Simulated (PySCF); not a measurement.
## Structure revision by computed shifts

A compound C₄H₁₆OSi₃ gives the data below (simulated from a calculation) and was assigned the structure `CC(C)OC([SiH3])([SiH3])[SiH3]`.

13C{1H} NMR (computed): δ 69.2 (CH), 26.8 (CH3, 2C), -14.3 (CH).

1H NMR (600 MHz, computed): δ 4.98 (d, 2H), 4.02 (d, 6H), 3.95 (sept, 1H), 1.25 (d, 6H), -0.34 (m, 1H).

How the numbers were obtained: geometry: GFN2-xTB, shielding tensors at PBE0/pcSseg-1 (GIAO), in PySCF 2.14.0 with density-fitted response routines (gas phase, relativity neglected, averaged over atoms made equivalent by symmetry, fast rotation or ring inversion, single conformer).

Shifts are taken against calculated references (same method and geometry level): 1H (σref 31.72) and 13C (σref 186.93) against TMS.

Question: Compare with the shifts computed for the proposed structure, pairing carbons in order of shift.

Answer: Structure with atom numbers: `[CH3:1][CH:2]([CH3:3])[O:4][C:5]([SiH3:6])([SiH3:7])[SiH3:8]`. Hydrogens are named by the atom that carries them.

```
atom  computed for proposal  given list  difference
  C2                   75.7        69.2        +6.5
  C5                   55.6        26.8       +28.8
  C1                   27.3        26.8        +0.5
  C3                   27.3       -14.3       +41.6
```

The rms difference is 25.5 ppm and the largest +41.6 ppm at C3 (methyl carbon). The carbon types in order of shift don't match either: CH, C, CH3, CH3 for the proposal against CH, CH3, CH3, CH in the data. The proposal doesn't fit.

Question: Which isomer fits?

Answer: SMILES CC(C)O[SiH2]C([SiH3])[SiH3].

1. Carbon types of the structure: 2 × CH, 2 × CH3, leaving 8 H on heteroatoms.
2. δC 69.2: sp3 CH bonded to O; pulled downfield by the heteroatom.
3. δC 26.8: methyl carbon; saturated and bonded to C and H only.
4. δC -14.3: sp3 CH bonded to 3 Si; an electropositive neighbour leaves it electron-rich and shielded.
5. δH 3.95: hydrogen on an sp3 CH bonded to O; its carbon carries O, hence the downfield position.

This is the structure that produced the data.

Shifts are as computed. Against solution values, carbons near 30 ppm lie about +3 ppm off and those near 130 ppm about +5 ppm. Of 1211 compounds with measured shifts, 218 miss one by over three times the rms of a fit or turn the order of signals round; such compounds aren't used in these exercises. No couplings were computed; multiplicities are counted from neighbouring protons, with m where these are inequivalent, close in shift, in a saturated or five-membered ring or joined by F or P, and br s for small geminal =CH2 splittings.
